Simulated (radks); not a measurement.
Neutral iron, 26 electrons, occupied as [Ne] 3s2 3p5.75 3d6 4s2 4p0.25 (fractional occupations, a model configuration).

Method: non-relativistic Kohn-Sham, PBE, spin-polarised, spherical densities, point nucleus; open shells are filled with parallel spins first; computed with a radial shooting solver on a logarithmic mesh with Libxc functionals.

Energy parts (hartree):
part                       energy
total                 -1262.91647
kinetic                1261.93594
electron-nucleus      -3003.54315
Hartree                 533.87759
exchange-correlation    -55.18686

Orbitals (lengths in bohr, moments of r in powers of bohr):
[
 {"orbital": "1s up", "occ.": "1", "eigenvalue (hartree)": "-254.8814", "<1/r>": "25.52"},
 {"orbital": "1s down", "occ.": "1", "eigenvalue (hartree)": "-254.8771", "<1/r>": "25.52"},
 {"orbital": "2s up", "occ.": "1", "eigenvalue (hartree)": "-29.73213", "<1/r>": "5.461"},
 {"orbital": "2s down", "occ.": "1", "eigenvalue (hartree)": "-29.65591", "<1/r>": "5.470"},
 {"orbital": "2p up", "occ.": "3", "eigenvalue (hartree)": "-25.66570", "<1/r>": "5.413"},
 {"orbital": "2p down", "occ.": "3", "eigenvalue (hartree)": "-25.60625", "<1/r>": "5.421"},
 {"orbital": "3s up", "occ.": "1", "eigenvalue (hartree)": "-3.51965", "<1/r>": "1.729"},
 {"orbital": "3s down", "occ.": "1", "eigenvalue (hartree)": "-3.34341", "<1/r>": "1.719"},
 {"orbital": "3p up", "occ.": "3", "eigenvalue (hartree)": "-2.32962", "<1/r>": "1.605"},
 {"orbital": "3p down", "occ.": "2.75", "eigenvalue (hartree)": "-2.15706", "<1/r>": "1.592"},
 {"orbital": "3d up", "occ.": "5", "eigenvalue (hartree)": "-0.40859", "<1/r>": "1.252"},
 {"orbital": "3d down", "occ.": "1", "eigenvalue (hartree)": "-0.25630", "<1/r>": "1.194"},
 {"orbital": "4s up", "occ.": "1", "eigenvalue (hartree)": "-0.22648", "<1/r>": "0.4529"},
 {"orbital": "4s down", "occ.": "1", "eigenvalue (hartree)": "-0.19275", "<1/r>": "0.4252"},
 {"orbital": "4p up", "occ.": "0.25", "eigenvalue (hartree)": "-0.06990", "<1/r>": "0.3169"},
 {"orbital": "4p down", "occ.": "0", "eigenvalue (hartree)": "-0.05293", "<1/r>": "0.2922"}
]

The highest occupied level is 4p up at -1.902 eV. Spin moment in Bohr magnetons: 4.5.
